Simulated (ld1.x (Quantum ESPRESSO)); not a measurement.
# Li, RRKJ: configuration errors across variants

* Element: Li (Z = 3)
* Generator: ld1.x (Quantum ESPRESSO) 7.5
* Type: norm-conserving RRKJ (Kleinman–Bylander form)
* Functional: LDA (PZ)
* Relativity: scalar-relativistic
* Frozen core: [He]
* Valence charge: 1
* Reference configuration: 2s0.5 2p0.5
* Partial waves: 2p (bound): rc 4.20 bohr; 2s (bound): rc 3.15 bohr
* Local potential: the s channel
* Core correction: none
* rho0: 0.01

All-electron excitation energies from the reference (eV): (1) 2s1 2p0 -0.875; (2) 2s0.5 2p0 1.170; (3) 2s0 2p1 0.879; (4) 2s0.5 2p0.5 spin -0.198; (5) 2s1 2p0 spin -1.108.

Spin tests fill each open shell by Hund’s rule, majority spin first.

Errors AE − PS in meV (a dash: test not solved or not reliable):

```tsv
change	(1)	(2)	(3)	(4)	(5)	bound ghosts
base	-0.3	+4.8	-0.3	+18	+19	none
core correction a·sin(br)/r model core inside 1.36 bohr	-1.8	+3.0	-2.3	+1.7	-3.3	none
core correction a·sin(br)/r model core inside 1.98 bohr	-1.3	+3.4	-1.8	+5.9	+3.0	none
core correction a·sin(br)/r model core inside 2.28 bohr	-0.9	+3.9	-1.2	+10	+8.7	none
core correction a·sin(br)/r model core inside 2.70 bohr	-0.5	+4.4	-0.6	+15	+15	none
core correction a·sin(br)/r model core inside 3.00 bohr	-0.4	+4.6	-0.5	+17	+18	none
core correction a·sin(br)/r model core inside 3.34 bohr	-0.4	+4.7	-0.4	+18	+19	none
core correction a·sin(br)/r model core inside 3.86 bohr	-0.4	+4.7	-0.4	+18	+19	none
```

Q: Give the same row for: core correction a·sin(br)/r model core inside 1.56 bohr.

A: -1.7, +3.0, -2.2, +2.3, -2.3; bound ghosts: none.
